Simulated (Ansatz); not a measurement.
Isolated molecules relaxed with PBE0-D4/def2-TZVP in Ansatz; ΔE leaves out vibrations. CCSD(T)/CBS adds triple-zeta CCSD(T) − MP2 to the extrapolated MP2 energy (def2 sets, frozen cores). DFT in def2-TZVPP. B3LYP here is the variant with VWN-RPA as its local correlation; programs differ in this. For Ge outer-core shells are correlated without core-valence functions, which leaves a few kJ/mol of doubt a bond. Scalar relativity is left out up to krypton. Each species was taken in one conformer, which may not be the lowest.

Consider the redistribution: `CO[SiH](F)O[SiH2]F` + `[GeH3][CH]1CO1` → `F[SiH2]C1CO1` + `CO[SiH](F)[O][GeH3]`.

`CO[SiH](F)O[SiH2]F`:

```xyz
13

C    -0.974    1.669   -0.758
O    -1.218    0.940    0.428
Si   -0.100    0.308    1.408
F    -0.900   -0.459    2.538
O     0.858   -0.753    0.639
Si    1.053   -1.924   -0.466
F     0.666   -1.340   -1.900
H    -1.930    2.046   -1.122
H    -0.312    2.521   -0.575
H    -0.530    1.031   -1.527
H     0.758    1.323    2.036
H     2.479   -2.301   -0.506
H     0.151   -3.061   -0.193
```

`[GeH3][CH]1CO1`:

Z-matrix (Å, degrees):
```
Ge
C 1 1.955
H 1 1.539 2 109.6
H 1 1.536 2 110.0 3 120.0
H 1 1.536 2 108.1 3 -119.9
C 2 1.464 1 121.3 3 99.4
O 2 1.428 1 115.9 3 166.7
H 2 1.090 1 117.2 3 -54.9
H 6 1.087 2 119.2 1 -153.2
H 6 1.088 2 119.8 1 -0.7
```

`F[SiH2]C1CO1`:

Z-matrix (Å, degrees):
```
Si
C 1 1.863
F 1 1.602 2 109.7
H 1 1.482 2 108.4 3 118.7
H 1 1.482 2 111.0 3 -118.7
O 2 1.441 1 111.4 3 -167.5
C 2 1.468 1 120.0 3 -103.2
H 2 1.090 1 120.4 3 55.7
H 7 1.088 2 119.9 1 6.3
H 7 1.087 2 118.5 1 158.0
```

`CO[SiH](F)[O][GeH3]`:

Cartesian coordinates in Å:
```
C 1.911 -1.145 -0.655
O 0.784 -0.316 -0.464
Si -0.743 -0.835 -0.248
F -0.749 -1.898 0.942
O -1.651 0.436 0.121
Ge -1.290 2.035 0.830
H 2.063 -1.809 0.201
H 1.809 -1.753 -1.560
H 2.788 -0.506 -0.765
H -1.277 -1.536 -1.428
H -0.360 1.839 2.036
H -0.632 2.894 -0.258
H -2.654 2.593 1.249
```

```json
{"level": "PBE-D4", "ΔE (kcal/mol)": "16.0"}
{"level": "r2SCAN-D4", "ΔE (kcal/mol)": "17.1"}
{"level": "B3LYP-D4", "ΔE (kcal/mol)": "17.1"}
{"level": "PBE", "ΔE (kcal/mol)": "15.8"}
{"level": "PBE0", "ΔE (kcal/mol)": "16.5"}
{"level": "MP2/def2-TZVPP", "ΔE (kcal/mol)": "17.4"}
{"level": "MP2/def2-QZVPP", "ΔE (kcal/mol)": "17.9"}
{"level": "SCS-MP2/def2-QZVPP", "ΔE (kcal/mol)": "17.2"}
```

Problem. What does CCSD(T)/CBS give? (An estimate is asked.)

Solution. The calculation gave: +17.8 kcal/mol. The listed levels differ from it by -1.8, -0.7, -0.7, -2.0, -1.3, -0.4, 0.1, -0.6 kcal/mol.

Largest T1 diagnostic among the species: 0.012.

From PBE to PBE0 (25 % exact exchange), in def2-TZVPP and without D4, ΔE moves by +0.7 kcal/mol.
